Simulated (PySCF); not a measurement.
Changes within a family of molecules, several properties at once.

PySCF, CAM-B3LYP/def2-SVPD, density fitting, gas phase; each molecule at its own PBE0-D3(BJ)/def2-SVP geometry, one conformer. Singlet excitations by full TDDFT with frozen cores and triplets by Tamm–Dancoff TDDFT. 

Reference: `[H]B([H])[H]`, with HOMO energy -11.41 eV, LUMO energy -0.81 eV, lowest singlet excitation 5.80 eV, lowest triplet excitation 5.02 eV, mean polarisability 17.9 au and dipole moment 0.00 D.

Changes against it:

| molecule | Δ HOMO energy (eV) | Δ LUMO energy (eV) | Δ lowest singlet excitation (eV) | Δ lowest triplet excitation (eV) | Δ mean polarisability (au) | Δ dipole moment (D) |
| --- | --- | --- | --- | --- | --- | --- |
| BrB(Br)Br | +1.78 | -0.30 | -0.96 | -0.34 | +59.5 | 0.00 |
| N#CB(C#N)C#N | -1.10 | -3.45 | -1.39 | -0.99 | +42.1 | +0.01 |
| ClB(Cl)Cl | +0.86 | +0.11 | +0.07 | +0.68 | +36.6 | 0.00 |
| FB(F)F | -2.57 | +1.33 | +4.99 | +5.51 | -2.1 | +0.01 |
| CSB(SC)SC | +3.28 | +1.57 | +0.03 | -0.12 | +97.4 | +0.01 |
| IB(I)I | +2.80 | -0.71 | -2.04 | -1.39 | +101.4 | 0.00 |
| OB(O)O | +0.54 | +0.90 | +1.89 | +2.40 | +9.7 | +3.05 |

Rows whose labels were lost:

| row | Δ HOMO energy (eV) | Δ LUMO energy (eV) | Δ lowest singlet excitation (eV) | Δ lowest triplet excitation (eV) | Δ mean polarisability (au) | Δ dipole moment (D) |
| --- | --- | --- | --- | --- | --- | --- |
| P | +2.49 | -1.38 | -2.17 | -1.54 | +147.3 | +0.01 |
| Q | +3.25 | +1.62 | +0.07 | +0.62 | +23.4 | +0.13 |
| R | +2.08 | -1.19 | -2.47 | -2.38 | +87.3 | +0.05 |

Question: Which row belongs to which of `[SiH3]B([SiH3])[SiH3]`, `NB(N)N` and `S=C=NB(N=C=S)N=C=S`?

Answer: P = `S=C=NB(N=C=S)N=C=S`, Q = `NB(N)N` and R = `[SiH3]B([SiH3])[SiH3]`. P and Q are told apart most clearly by the mean polarisability (+147.3 against +23.4 au); P and R are told apart most clearly by the mean polarisability (+147.3 against +87.3 au); Q and R are told apart most clearly by the mean polarisability (+23.4 against +87.3 au); P lies nearest to the labelled row of `IB(I)I`; R comes close to the labelled row of `IB(I)I` in every column.

Question: Which row has the smallest HOMO–LUMO gap and which the largest, and does the HOMO or the LUMO shift more there?

Answer: Smallest, counted from the reference: P, -3.87 eV (HOMO +2.49, LUMO -1.38), the larger shift being that of the HOMO. Largest: `FB(F)F`, +3.90 eV (HOMO -2.57, LUMO +1.33), the larger shift being that of the HOMO.

Question: Fit a straight line for the change of the lowest singlet excitation against that of the lowest triplet excitation over the labelled rows, and test it on P, Q and R.

Answer: Over the 7 labelled rows the slope is 0.988 eV/eV, the intercept -0.44 eV, r = 0.99 and the standard error 0.3 eV. P: predicted -1.96, computed -2.17 eV; Q: predicted +0.17, computed +0.07 eV; R: predicted -2.79, computed -2.47 eV. The mean miss is 0.21 eV, against 1.9 eV for guessing the labelled rows' mean: the line carries over to these rows.
